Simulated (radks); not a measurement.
Values are calculated unless marked as measured or tabulated.
How relativity changes the ionisation of the nitrogen ion N+ ([He] 2s2 2p2) to N2+ ([He] 2s2 2p1). Spin-unpolarised spherical Kohn-Sham, PBE, point nucleus unless stated (finite: rms radius 2.5582 fm), a radial shooting solver on a logarithmic mesh with Libxc functionals. A level marked "c x" has the speed of light scaled by that factor and shares open shells by 2j + 1; other Dirac levels either fill j = l - 1/2 first or share by 2j + 1.

level                               E(N+) (hartree)  E(N2+) (hartree)  IE (eV)   HOMO  <r> HOMO (bohr)
non-rel.                                  -53.92132         -52.86079   28.859     2p            1.276
scalar-rel.                               -53.95357         -52.89322   28.854     2p            1.276
scalar-rel., finite nucleus               -53.95356         -52.89322   28.854     2p            1.276
Dirac, 2j+1 shares                        -53.95357         -52.89323   28.854  2p3/2            1.276
Dirac, low j first                        -53.95475         -52.89395   28.866  2p1/2            1.275
Dirac, 2j+1 shares, finite nucleus        -53.95356         -52.89322   28.854  2p3/2            1.276
Dirac, c x 1.25                           -53.94195         -52.88154   28.855  2p3/2            1.276
Dirac, c x 1.5                            -53.93564         -52.87519   28.856  2p3/2            1.276
Dirac, c x 100                            -53.92132         -52.86079   28.859  2p3/2            1.276

NIST Atomic Spectra Database: 29.601 eV (semi-empirical). The relativistic part of the total energy of N+ is -0.03225 hartree (Dirac, 2j+1 shares, finite nucleus), 0.06 % of the non-relativistic value. Spin polarisation and multiplet splitting of open shells are left out at every level.

Beside tabulated values, note that spin-unpolarised runs miss the spin-polarisation part of the exchange energy of open shells.
